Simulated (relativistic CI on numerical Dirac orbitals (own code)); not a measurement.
# Cu³⁺: L2,3 absorption edge

Computed with this model: Dirac-Coulomb-Breit CI, separate exchange-only KLI orbitals for each configuration, a model potential for QED, valence Slater integrals scaled by 0.8, multiplet model of core-to-valence dipole absorption; configurations [Ar] 3d8 → [He] 2s2 2p5 3s2 3p6 3d9; 300 K; Lorentzian 0.4 eV and Gaussian 0.3 eV FWHM. Energies are those of the free ion, without screening or charge transfer. The branching ratio is the share of the lower-energy edge in the whole absorption, uncertain by about 0.02 where the edges overlap. S is read from ⟨S²⟩ = S(S + 1).

Field parameters in Wybourne normalisation: D4h B²₀ = −7Ds, B⁴₀ = 21(Dq − Dt), B⁴₄ = 21√(5/14) Dq; Oh B⁴₀ = 21Dq, B⁴₄ = √(5/14) B⁴₀; Td as Oh with Dq negative (B⁴₀ = 21Dq, B⁴₄ = √(5/14) B⁴₀). The field is a parameter set, without covalency.

Computed curve for D4h, 10Dq = 16100, Ds = 1730, Dt = 40 cm⁻¹, scaled to 100 at the maximum (points under 2 are left out and the grid is thinned):

(Energy (eV), Intensity): (932.7, 2.2), (932.9, 2.6), (933.1, 3.3), (933.3, 4.2), (933.5, 5.6), (933.7, 8.0), (933.8, 9.8), (934.0, 16.5), (934.2, 32.8), (934.4, 67.0), (934.6, 98.2), (934.8, 84.5), (935.0, 63.9), (935.2, 76.1), (935.4, 100.0), (935.6, 87.3), (935.8, 47.8), (936.0, 24.0), (936.1, 18.7), (936.3, 14.8), (936.5, 15.1), (936.7, 14.6), (936.9, 15.2), (937.1, 20.3), (937.3, 27.7), (937.5, 29.8), (937.7, 24.5), (937.9, 19.5), (938.1, 14.4), (938.3, 10.0), (938.4, 8.2), (938.6, 6.6), (938.8, 6.9), (939.0, 6.3), (939.2, 4.7), (939.4, 3.4), (939.6, 2.6), (954.1, 2.3), (954.3, 3.6), (954.5, 6.7), (954.7, 13.8), (954.9, 21.4), (955.0, 21.8), (955.2, 18.5), (955.4, 20.9), (955.6, 25.8), (955.8, 23.5), (956.0, 16.1), (956.2, 15.0), (956.4, 23.2), (956.6, 28.9), (956.8, 22.9), (957.0, 21.2), (957.2, 19.1), (957.3, 15.6), (957.5, 10.3), (957.7, 7.8), (957.9, 5.2), (958.1, 3.3), (958.3, 2.3)

The ground state has S = 1.00, and the centroid lies at 940.92 eV.
